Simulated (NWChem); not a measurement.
Species: HfH$_{3}$F; SMILES [HfH3][F]

```xyz
5

Hf     0.0000     0.0000     0.0736
F      0.0000     0.0000    -1.8144
H      1.6859     0.4481     0.6784
H     -0.4549    -1.6841     0.6784
H     -1.2310     1.2360     0.6784
```
Atoms are numbered in this order, from 1.

Level: PBE0/def2-SVP with def2 effective core potentials on Hf (NWChem), optimised geometry, unscaled harmonic frequencies. def2 effective core potentials on Hf; no spin-orbit coupling.

Question: List the harmonic frequencies with IR intensities, and the thermochemistry.

Answer: 
```csv
frequency (cm⁻¹),IR intensity (km/mol)
399,56.6
399,56.6
547,136.4
675,65.3
675,65.3
714,254.2
1744,552.5
1744,552.5
1793,111.4
```

```
Item                                                                                Value
-----------------------------------------------------------------------  ----------------
zero-point energy                                                           12.4 kcal/mol
thermal correction to the enthalpy at 298.15 K (with zero-point energy)     15.5 kcal/mol
heat capacity Cv                                                         12.7 cal/(mol K)
entropy at 298.15 K and 1 atm (symmetry number 3)                        65.2 cal/(mol K)
```

Rigid rotor and harmonic oscillator.
